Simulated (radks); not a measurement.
The numbers below are computed, except where a source is named.
Spherical jellium clusters: N electrons in a uniform positive sphere of charge N and radius rs N^(1/3), rs = 2.46 bohr. Level of theory: non-relativistic Kohn-Sham, PBE, spin-polarised, spherical densities (a radial shooting solver with Libxc functionals). Levels are named by radial order and angular momentum (1s, 1p, 1d, 2s, ...), and open shells are averaged over m.

N = 38, configuration 1s2 1p6 1d10 2s2 1f14 2p(up 3, down 1). This is the lowest configuration that the search found. Occupied and some empty levels:

| level | occupation | eigenvalue (eV) | <r> (bohr) |
|---|---|---|---|
| 1s up | 1 | -10.129 | 4.786 |
| 1s down | 1 | -9.9018 | 4.964 |
| 1p up | 3 | -8.5918 | 5.788 |
| 1p down | 3 | -8.4741 | 5.865 |
| 1d up | 5 | -6.7333 | 6.499 |
| 1d down | 5 | -6.6644 | 6.498 |
| 2s up | 1 | -6.0397 | 5.494 |
| 2s down | 1 | -5.7559 | 5.305 |
| 1f up | 7 | -4.6169 | 7.095 |
| 1f down | 7 | -4.5467 | 7.057 |
| 2p up | 3 | -3.6951 | 6.437 |
| 2p down | 1 | -3.3539 | 6.544 |
| 1g up | 0 | -2.3048 | 7.705 |
| 1g down | 0 | -2.2099 | 7.659 |
| 2d up | 0 | -1.4523 | 8.203 |
| 3s up | 0 | -1.3304 | 8.988 |
| 2d down | 0 | -1.2479 | 8.476 |
| 3s down | 0 | -1.2206 | 9.032 |

Energy (eV): total -44.9644, kinetic 159.59, external -5574.2, Hartree 2730.0, exchange-correlation -210.98, background 2850.6.
